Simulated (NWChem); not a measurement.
System: NbNHCl₂F; SMILES [NH]=[Nb]([F])([Cl])[Cl]

```xyz
6

Nb     0.2650    -0.0233     0.0000
N      1.0788    -1.5413     0.0000
H      1.5648    -2.4343     0.0000
F      1.5717     1.2984     0.0000
Cl    -1.0210     0.0491     1.9029
Cl    -1.0210     0.0491    -1.9029
```
Atoms are numbered in this order, from 1.

Results from NWChem. STO-3G and 3-21G are far too small for this property and stand as cheap habits. Coordinates come from a PBE0/def2-SVP optimisation. def2 effective core potentials on Nb; no spin-orbit coupling. Field at 589 nm.

For level B3LYP/STO-3G (all-electron, non-relativistic):

```yaml
isotropic polarisability (bohr³): 37.1
anisotropy (bohr³): 15.4
```

Problem. How do the values read with level B3LYP/def2-SVP (core potentials) instead?

Solution. 
* **isotropic polarisability (bohr³)**: 62.0
* **anisotropy (bohr³)**: 19.3
